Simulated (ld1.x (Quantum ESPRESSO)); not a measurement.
**silicon (Si), TM: configuration errors across variants**

silicon (Si), norm-conserving Troullier–Martins (Kleinman–Bylander form), made with ld1.x (Quantum ESPRESSO) 7.5 (PBE, scalar-relativistic). Core [Ne], reference 3s1.75 3p2.25. Waves: 3p (bound): rc 1.75 bohr; 3d channel at -0.15 Ry: rc 1.50 bohr; 3s (bound): rc 1.65 bohr. Local part: the s channel. Core correction: Bessel-smoothed model core inside 1.10 bohr.

All-electron excitation energies from the reference (eV): (1) 3s2 3p2 -1.688; (2) 3s2 3p1 6.052; (3) 3s2 3p0 22.045; (4) 3s0 3p4 12.090; (5) 3s1 3p0 56.016; (6) 3s1 3p2 13.482; (7) 3s2 3p2.3 -2.618.

3 further variants failed, have other tests or another functional or relativity, and are left out.

Errors AE − PS in meV (a dash: test not solved or not reliable):

| change | (1) | (2) | (3) | (4) | (5) | (6) | (7) | bound ghosts |
| --- | --- | --- | --- | --- | --- | --- | --- | --- |
| base | 0.0 | +1.7 | +13 | -1.5 | +47 | +5.0 | +0.4 | none |
| core correction Bessel-smoothed model core inside 0.86 bohr | 0.0 | +1.6 | +13 | -1.8 | +45 | +4.8 | +0.4 | none |
| wave 3d channel at -0.15 Ry: rc 1.50 bohr becomes 3d channel at -0.07 Ry: rc 1.50 bohr | 0.0 | +1.7 | +13 | -1.5 | +47 | +5.0 | +0.4 | none |
| wave 3p (bound): rc 1.75 bohr becomes 3p (bound): rc 1.10 bohr | +0.1 | +1.3 | -5.9 | – | +4.6 | – | +0.5 | none |
| local potential all-electron potential smoothed inside 1.60 bohr (lloc = -1) | +0.1 | +2.0 | +18 | -1.8 | +63 | +5.4 | +0.4 | none |
| wave 3d channel at -0.15 Ry: rc 1.50 bohr becomes 3d channel at -0.15 Ry: rc 2.26 bohr | 0.0 | +1.7 | +13 | -1.5 | +47 | +5.0 | +0.4 | none |
| all radii but the core radius scaled by about 0.76 (s 1.24, p 1.32, d 1.14 bohr) | +0.1 | +3.3 | +20 | +3.7 | +57 | +10 | +0.6 | none |
| core correction Bessel-smoothed model core inside 1.54 bohr | +0.1 | +1.7 | +15 | +4.5 | +97 | +7.3 | +0.5 | none |

Give the same row for: wave 3s (bound): rc 1.65 bohr becomes 3s (bound): rc 1.38 bohr.

0.0, +1.8, +16, -4.1, +55, +5.7, +0.4; bound ghosts: none.
